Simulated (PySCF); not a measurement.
Gas-phase reaction: 2 GeH2F2 + 2 HF ⇌ 2 GeF3 + 3 H2

Energies from PySCF (xtb for GFN2), thermal terms from the rigid-rotor harmonic-oscillator model, ideal gas at 1 bar. † marks an energy on the PBE0/def2-TZVP geometry and frequencies; other levels use their own. MP2 freezes the core. Open shells (unrestricted): GeF3 (multiplicity 2); the rest are closed-shell singlets. GFN2 has no spin-polarisation term. Ge: all electrons, no relativistic terms. GeH2F2, GeF3: computed as isolated molecules; such fragments, hydroxides, amides, oligomers or adducts are transient or little studied in the gas. MP2 isn't extrapolated to the basis-set limit; its ΔH°(298 K) is 175.2 kJ in def2-SVP and 181.7 kJ in def2-TZVPP. The harmonic model lacks anharmonicity and excited electronic states, which grow with temperature; levels with a mode under 35 cm⁻¹ are left out.

```
level              ΔE electronic, kJ  ΔH°(298 K), kJ  ΔS°(298 K), J/K  ΔG°(1000 K), kJ
-----------------  -----------------  --------------  ---------------  ---------------
BLYP/def2-TZVP†                  130              98               89               -5
GFN2-xTB                          85              50              130              -94
M06-2X/def2-TZVP†                150             118               89               16
MP2/def2-TZVPP†                  214             182               89               79
PBE/def2-SVP                     148             118               94               11
PBE0/def2-QZVP†                  208             176               89               74
PBE0/def2-TZVP                   196             164               89               62
r2SCAN/def2-TZVP†                152             120               89               18
```
ΔH° is lowest at GFN2-xTB and highest at MP2/def2-TZVPP†. No reference value is set beside these.
